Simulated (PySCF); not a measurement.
Si(H)(OH)2(SMe) (CH6O2SSi), SMILES O[SiH](SC)O.

Coordinates come from a B3LYP-D3(BJ)/def2-SVP optimisation. The structure was generated by enumeration, and PubChem lists no compound with its InChIKey, so it may never have been made. Other conformers were not sampled.

Level of theory: PBE/def2-TZVP run with PySCF.

Gas-phase values at a fixed geometry.

Computed frontier levels, gap, dipole moment and polarisability:
```
Property                                                                                                         Value
---------------------------------------------------------------------------------------------  -----------------------
highest occupied level                                                                                        -5.76 eV
lowest empty level                                                                                            -0.75 eV
orbital gap                                                                                                    5.02 eV
dipole moment                                                                                                0.258 e·Å
quadrupole, principal values (traceless, Buckingham form, about the centre of nuclear charge)  -12.09, 0.80, 11.29 D·Å
mean static polarisability                                                                        64.8 bohr³ (9.60 Å³)
polarisability, principal values                                                                54.4, 61.5, 78.5 bohr³
```
